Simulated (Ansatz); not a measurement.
Task: Name a neutral molecule of B, F, O, S, Si and H with LUMO energy (PBE0/def2-TZVPP) between -0.30 and 0.00 eV and LUMO energy (ωB97M-V/def2-TZVPP) between 1.20 and 1.50 eV (Ansatz, PBE0-D4/def2-TZVP geometry).

Result: `FB(S)O[SiH3]` (-0.23 eV, 1.45 eV). Other molecules can fit too; these were computed, each in one conformer that needn't be the lowest.
